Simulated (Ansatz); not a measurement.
One change: `CC(C)[O][Al]([CH3])[F]` becomes `CC(C)[O][InH][NH2]`.

Ansatz, PBE0-D4/def2-TZVP geometries, multiplicity 1. Each molecule was computed in one conformer, which needn't be the lowest.

Elements past krypton have def2 core potentials.

| property | `CC(C)[O][Al]([CH3])[F]` |
| --- | --- |
| HOMO energy (PBE/def2-TZVPP) / eV | -6.60 |
| HOMO–LUMO gap (ωB97M-V/def2-TZVPP) / eV | 11.80 |
| size of the dipole moment (PBE/def2-TZVPP) / D | 1.03 |
| HOMO energy (PBE0/def2-TZVPP) / eV | -8.08 |
| LUMO energy (ωB97M-V/def2-TZVPP) / eV | 1.31 |
| HOMO–LUMO gap (PBE/def2-TZVPP) / eV | 5.67 |

Problem. What does the change do to each property? (An estimate is asked.)

Solution. Ansatz gave: 
| property | `CC(C)[O][InH][NH2]` | shift |
| --- | --- | --- |
| HOMO energy (PBE/def2-TZVPP) / eV | -5.58 | 1.02 |
| HOMO–LUMO gap (ωB97M-V/def2-TZVPP) / eV | 9.90 | -1.90 |
| size of the dipole moment (PBE/def2-TZVPP) / D | 1.47 | 0.44 |
| HOMO energy (PBE0/def2-TZVPP) / eV | -7.00 | 1.08 |
| LUMO energy (ωB97M-V/def2-TZVPP) / eV | 0.53 | -0.78 |
| HOMO–LUMO gap (PBE/def2-TZVPP) / eV | 4.03 | -1.64 |

With PBE0 the HOMO rises by 1.08 eV and the LUMO falls by 0.73 eV, so the gap narrows by about 1.81 eV. PBE moves the HOMO by 1.02 eV and ωB97M-V by 1.12 eV. Dipoles are sizes alone; their direction can turn.
